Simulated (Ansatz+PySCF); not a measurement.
A calculation with PySCF 2.14.0.

```python
from pyscf import gto, scf, cc

mol = gto.M(atom="""
Be 0.000000 0.000000 0.000000
S 0.000000 0.000000 2.580000
""", basis='sto-3g', charge=0, spin=0)
mf = scf.UHF(mol)
mf.kernel()
mycc = cc.CCSD(mf, frozen=6).run()
et = mycc.ccsd_t()
print(mf.e_tot, mycc.e_corr, et, mycc.e_tot + et)
```

The script is written out from the run's settings.

The run gave:

| Property | Result |
| --- | --- |
| Converged | yes |
| Reference energy | -407.41036 hartree |
| CCSD correlation energy | -0.09278 hartree |
| Triples correction | -0.00325 hartree |
| Total energy | -407.50639 hartree |
| Spin squared of the determinant | 0.000 |

This is not the lowest solution: another run reaches a determinant 2.27 eV lower. Caution: bonds are stretched, where a single reference can fail; another spin multiplicity may lie lower.
